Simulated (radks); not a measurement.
Results of a calculation; reference values are marked as such.
Minus the highest occupied eigenvalue as an estimate of the ionisation energy, Ba to Ba19+. The LB94 potential has the -1/r tail that LDA and GGA lack but no energy functional. Code: a radial shooting solver on a logarithmic mesh with Libxc functionals. Model: Dirac Kohn-Sham, LB94 model potential, spin-unpolarised, spherical densities, finite nucleus; open shells fill j = l - 1/2 first; Fermi nuclear charge, rms radius 4.8378 fm.

\begin{tabular}{lrrrrrr}
species & configuration & HOMO & -e(HOMO) (eV) & <r> (bohr) & IE, NIST (eV) & kind \\ \hline
Ba & [Xe] 6s2 & 6s1/2 & 5.853 & 4.43 & 5.212 & exp. \\
Ba+ & [Xe] 6s1 & 6s1/2 & 11.199 & 3.99 & 10.004 & exp. \\
Ba2+ & [Xe] & 5p3/2 & 36.190 & 1.92 & 35.844 & exp. \\
Ba3+ & [Kr] 4d10 5s2 5p5 & 5p3/2 & 47.773 & 1.85 & 47.0 & semi-emp. \\
Ba4+ & [Kr] 4d10 5s2 5p4 & 5p3/2 & 59.999 & 1.79 & 58 & theory \\
Ba5+ & [Kr] 4d10 5s2 5p3 & 5p3/2 & 72.827 & 1.74 & 71 & theory \\
Ba6+ & [Kr] 4d10 5s2 5p2 & 5p1/2 & 89.311 & 1.63 & 86 & theory \\
Ba7+ & [Kr] 4d10 5s2 5p1 & 5p1/2 & 103.68 & 1.59 & 101 & theory \\
Ba8+ & [Kr] 4d10 5s2 & 5s1/2 & 135.51 & 1.45 & 131 & semi-emp. \\
Ba9+ & [Kr] 4d10 5s1 & 5s1/2 & 152.02 & 1.42 & 146.5 & semi-emp. \\
Ba10+ & [Kr] 4d10 & 4d5/2 & 241.51 & 0.785 & 241 & theory \\
Ba11+ & [Kr] 4d9 & 4d5/2 & 269.20 & 0.771 & 267 & theory \\
Ba12+ & [Kr] 4d8 & 4d5/2 & 297.67 & 0.758 & 296 & theory \\
Ba13+ & [Kr] 4d7 & 4d5/2 & 326.89 & 0.745 & 325 & theory \\
Ba14+ & [Kr] 4d6 & 4d5/2 & 356.86 & 0.733 & 354 & theory \\
Ba15+ & [Kr] 4d5 & 4d5/2 & 387.56 & 0.722 & 390 & theory \\
Ba16+ & [Kr] 4d4 & 4d3/2 & 422.46 & 0.704 & 422 & theory \\
Ba17+ & [Kr] 4d3 & 4d3/2 & 454.82 & 0.693 & 455 & theory \\
Ba18+ & [Kr] 4d2 & 4d3/2 & 487.89 & 0.683 & 488 & theory \\
Ba19+ & [Kr] 4d1 & 4d3/2 & 521.67 & 0.673 & 520 & theory \\
\end{tabular}

Reference values: NIST Atomic Spectra Database (exp. = measured, semi-emp. = semi-empirical, theory = theoretical value adopted there). Spin polarisation and multiplet splitting are left out.

Beside tabulated values, note that spin-unpolarised runs miss the spin-polarisation part of the exchange energy of open shells.
